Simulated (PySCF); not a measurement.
# Ionisation energy of Cr⁺ by level of theory

Cr⁺ [Ar] 3d5 (6S) → Cr²⁺ [Ar] 3d4 (5D), as a difference of total energies. Calculation: PySCF 2.14, in def2-SVP; the non-relativistic Hamiltonian (point nucleus). Correlated levels: valence: [Ar] frozen. The calculations carry no spin-orbit coupling.

| method | ionisation energy (eV) |
| --- | --- |
| UHF | 15.314 |
| M06-2X | 16.582 |
| PBE | 17.438 |
| MP2 (valence) | 16.040 |
| SCS-MP2 (valence) | 15.556 |

Problem. How much does correlation contribute at MP2 (valence)?

Solution. 16.040 − (15.314) = 0.726 eV, measured against UHF.

These non-relativistic numbers lack the scalar-relativistic shift.

The reference lies between the lowest fine-structure levels, while these numbers refer to the centres of the terms.

Errors of the correlated levels include the incompleteness of this basis and the frozen core.

For comparison: 16.486 eV (measured; NIST Atomic Spectra Database, ionization energies).
